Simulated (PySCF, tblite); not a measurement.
One entry of a table of gas-phase calculations, keyed by method. Lists by class give the value and the number of equivalent atoms.

```json
{
 "formula": "C8H9NSSi",
 "smiles": "[SiH3]Cc1nc2ccccc2s1",
 "inchi": "InChI=1S/C8H9NSSi/c11-5-8-9-6-3-1-2-4-7(6)10-8/h1-4H,5H2,11H3",
 "charge": 0,
 "multiplicity": 1,
 "geometry_level": "GFN2-xTB",
 "electronic_structure_code": "PySCF",
 "results": {
  "GFN2-xTB geometry": {
   "point_group": "C1",
   "rotational_constants_GHz": [2.112, 0.499, 0.44]
  },
  "PBE0/pcSseg-1 ground state and GIAO shieldings, non-relativistic": {
   "dipole_D": 0.89,
   "homo_eV": -6.8,
   "lumo_eV": -1.0,
   "shift_vs_computed_TMS_C_by_class_ppm": [
    [174.3, 1],
    [157.0, 1],
    [145.6, 1],
    [130.9, 1],
    [129.0, 1],
    [128.7, 1],
    [126.5, 1],
    [21.2, 1]
   ],
   "shift_vs_computed_TMS_H_by_class_ppm": [
    [8.26, 1],
    [8.09, 1],
    [7.72, 1],
    [7.56, 1],
    [4.09, 3],
    [2.87, 2]
   ],
   "shielding_other_nuclei_by_class_ppm": [
    ["N", -71.6, 1],
    ["Si", 409.9, 1],
    ["S", 270.8, 1]
   ]
  },
  "GFN2-xTB harmonic vibrations, gas phase": {
   "strongest_ir_bands_cm-1_km_per_mol_modes": [
    [775.7, 223.5, 1],
    [783.9, 330.6, 1],
    [1187.5, 195.9, 1],
    [1622.7, 144.3, 1],
    [2276.6, 563.4, 2],
    [2307.0, 222.6, 1]
   ],
   "zpe_kcal_per_mol": 88.4
  }
 }
}
```

The zero-point energy, half the sum of the 54 harmonic wavenumbers, equals 30900 cm⁻¹ or 370 kJ/mol. With B = h/(8π²I), that is 505.379 GHz u Å² over I, the principal moments of inertia are 239.3, 1012.8 and 1148.8 u Å² (most abundant isotopes). In atomic units the dipole is 0.35 e·bohr (1 au = 2.5417 D).

 NMR classes are plain means over equivalent atoms (diastereotopic ones count apart unless rotation or inversion swaps them), as if these changed places fast; in this geometry the members of some classes differ.

Shape of the structure used: `[SiH3:1][CH2:2][c:3]1[n:4][c:5]2[cH:6][cH:7][cH:8][cH:9][c:10]2[s:11]1`: Si1–C2–C3–N4 86°.

One conformer stands for the species.
